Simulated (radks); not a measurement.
Task: Radial electron density D(r) = 4 pi r^2 rho(r) of an atom or ion with 18 electrons. All-electron calculation, scalar-relativistic Kohn-Sham, LDA (Slater exchange, VWN5 correlation), spin-polarised, spherical densities, finite nucleus; Fermi nuclear charge, rms radius of each element as measured or else 0.836 A^(1/3) + 0.57 fm. Program: a radial shooting solver on a logarithmic mesh with Libxc functionals.

r (bohr),D(r) (e/bohr)
0.003417,8.126
0.004274,11.52
0.005305,15.84
0.006637,21.53
0.008237,28.17
0.01031,35.94
0.01279,43.60
0.016,50.57
0.01986,55.00
0.02484,56.09
0.03083,53.81
0.03858,50.01
0.04788,48.49
0.0599,52.40
0.07434,60.73
0.093,67.52
0.1154,64.08
0.1444,48.40
0.1792,31.20
0.2242,24.21
0.2783,27.76
0.3482,28.56
0.4321,19.61
0.5406,7.869
0.6709,1.810
0.8394,0.1904
1.042,0.009279

What is the nuclear charge?

Result: Z = 44. The innermost maximum, from 1s, lies near gamma/Z bohr with gamma = sqrt(1 - (Z/c)^2) = 0.947, here 0.0215 bohr (found: 0.0237), and its height grows with Z. The density is that of the ruthenium ion Ru26+ in [Ar]; the configuration itself is not fixed sharply by these data, and Z only to a few units. D(r) has 3 maxima, at r = 0.0237, 0.0976, 0.319 bohr, and minima at 0.0464, 0.224 bohr, inside which lie 2.01, 10.40 electrons.
